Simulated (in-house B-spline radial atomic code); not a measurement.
# The hafnium ion Hf²⁺: [Xe] 4f14 5d2

Computed with a radial B-spline atomic code at the basis-set limit: Dirac-Kohn-Sham OLYP, spherical fractional occupations, Fermi nucleus of rms radius 5.347 fm.

Z_r = [3n² - l(l+1)]/(2<r>); Z_e = n√(-2ε); the last column is Slater's effective charge. Values are occupation-weighted means over j. An effective charge above Z reflects the relativistic contraction of the inner shells.

| shell | electrons | ε (eV) | <r> (bohr) | Z_r | Z_e | Slater |
| --- | --- | --- | --- | --- | --- | --- |
| 1s | 2 | -65188 | 0.01899 | 78.98 | 69.22 | 71.70 |
| 2s | 2 | -11161 | 0.07978 | 75.21 | 57.28 | 67.85 |
| 2p | 6 | -9868.3 | 0.07127 | 70.16 | 53.86 | 67.85 |
| 3s | 2 | -2555.3 | 0.2082 | 64.85 | 41.11 | 60.75 |
| 3p | 6 | -2163.8 | 0.2076 | 60.21 | 37.83 | 60.75 |
| 3d | 10 | -1670.4 | 0.1889 | 55.59 | 33.24 | 50.85 |
| 4s | 2 | -526.88 | 0.468 | 51.28 | 24.89 | 44.25 |
| 4p | 6 | -397.14 | 0.4963 | 46.34 | 21.61 | 44.25 |
| 4d | 10 | -221.95 | 0.5349 | 39.26 | 16.16 | 32.85 |
| 5s | 2 | -82.118 | 1.134 | 33.06 | 12.28 | 14.35 |
| 5p | 6 | -51.141 | 1.331 | 27.43 | 9.69 | 14.35 |
| 4f | 14 | -32.305 | 0.6742 | 26.70 | 6.16 | 21.45 |
| 5d | 2 | -16.516 | 2.118 | 16.29 | 5.51 | 3.65 |

The least bound orbital is 5d5/2 at -16.28 eV, and it is also the most diffuse (<r> = 2.145 bohr).

Spin-orbit splittings of the orbital energies (j = l + 1/2 above j = l - 1/2 when positive): 2p 1192 eV, 3p 255.5 eV, 3d 55.81 eV, 4p 58.54 eV, 4d 10.74 eV, 5p 7.854 eV, 4f 1.759 eV, 5d 0.5923 eV.

For the 1s electron the small component carries 7.33 % of the norm, the zero-frequency Breit interaction raises the level by 222.2 eV, self-energy by 137.6 eV, and vacuum polarisation lowers it by 25.27 eV.
